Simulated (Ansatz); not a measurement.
(RbBr)n off: gap (eV) at several levels, gas phase, relaxed structures; Ansatz. Clusters are the lowest isomers that short searches found in that spin, judged at the geometry's level. Core potentials for Rb in the def2 sets, no spin–orbit coupling. HOMO and LUMO are taken over both spins. The structures are stationary points that may keep the symmetry of their start.

| species | state | geometry | PBE-D4/def2-SVP | PBE-D4/def2-TZVP | r2SCAN-D4/def2-TZVP | PBE0-D4/def2-SVP | PBE0-D4/def2-TZVP |
| --- | --- | --- | --- | --- | --- | --- | --- |
| Rb2Br | doublet | PBE0-D4/def2-TZVP | 0.48 | 0.56 | 0.79 | 1.37 | 1.47 |
| RbBr2 | doublet | PBE-D4/def2-TZVP | 0.82 | 0.85 | 1.30 | 2.88 | 2.92 |
| Rb4Br3 | doublet | PBE-D4/def2-SVP | 0.43 | 0.48 | 0.72 | 1.34 | 1.41 |

Over the 3 species that have every level, the mean is 0.58 at PBE-D4/def2-SVP, 0.63 at PBE-D4/def2-TZVP, 0.93 at r2SCAN-D4/def2-TZVP, 1.87 at PBE0-D4/def2-SVP, 1.93 at PBE0-D4/def2-TZVP. Orbital gaps grow with the share of exact exchange and aren't one observable across functionals.
